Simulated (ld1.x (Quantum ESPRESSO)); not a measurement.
**osmium (Os), TM semilocal: configuration errors across variants**

* Element: Os (Z = 76)
* Generator: ld1.x (Quantum ESPRESSO) 7.5
* Type: norm-conserving Troullier–Martins (semilocal form)
* Functional: LDA (PZ)
* Relativity: scalar-relativistic
* Frozen core: [Xe] 4f14
* Valence charge: 8
* Reference configuration: 5d6 6s1.5 6p0.5
* Partial waves: 6p (bound): rc 2.55 bohr; 5d (bound): rc 1.80 bohr; 6s (bound): rc 1.85 bohr
* Local potential: the s channel
* Core correction: Bessel-smoothed model core, default radius (core density twice the valence density)

All-electron excitation energies from the reference (eV): (1) 5d6 6s2 6p0 -2.529; (2) 5d6 6s1 6p0 7.335; (3) 5d6 6s0 6p0 24.618; (4) 5d5 6s2 6p0 8.775; (5) 5d7 6s0 6p0 6.868; (6) 5d6 6s0 6p1 13.582; (7) 5d6.5 6s1.5 6p0 -2.456; (8) 5d6 6s1.5 6p0.5 spin -2.557; (9) 5d6 6s2 6p0 spin -4.549.

Spin tests fill each open shell by Hund’s rule, majority spin first.

In the semilocal form every listed channel keeps its own potential, so the choice of the local channel does not act on these tests. It acts once the file is put into the separable form.

A semilocal file is local in each channel, so a ghost entry of none says nothing of the separable form that plane-wave codes build from it.

The default core radius of the base comes out at 1.31 bohr.

2 further variants failed, have other tests or too few solved ones, and are left out.

A true bound ghost makes a file unfit for plane-wave use even where its test errors are small: the radial tests pick states by their node count and pass the ghost by.

Errors AE − PS in meV (a dash: test not solved or not reliable):

| change | (1) | (2) | (3) | (4) | (5) | (6) | (7) | (8) | (9) | bound ghosts |
| --- | --- | --- | --- | --- | --- | --- | --- | --- | --- | --- |
| base | +0.7 | -4.8 | -22 | +1.9 | -65 | -1.4 | -8.7 | +23 | +8.2 | none |
| wave 6p (bound): rc 2.55 bohr becomes 6p (bound): rc 3.02 bohr | +0.6 | -5.0 | -22 | +4.1 | -67 | -4.2 | -9.8 | +23 | +7.9 | none |
| core correction Bessel-smoothed model core inside 1.30 bohr | +0.7 | -4.8 | -22 | +1.9 | -65 | -1.4 | -8.7 | +23 | +8.2 | none |
| wave 6s (bound): rc 1.85 bohr becomes 6s (bound): rc 2.46 bohr | 0.0 | -7.1 | -36 | -40 | -100 | -8.0 | -12 | +31 | +6.8 | none |
| local potential the d channel | +0.7 | -4.8 | -22 | +1.9 | -65 | -1.4 | -8.7 | +23 | +8.2 | none |

**Question.** Give the same row for: all radii but the core radius scaled by about 0.85 (s 1.56, p 2.16, d 1.52 bohr).

**Answer.** +2.3, +4.2, -65, +5.8, -88, -29, +3.3, +25, +24; bound ghosts: s (extra level of the local part).
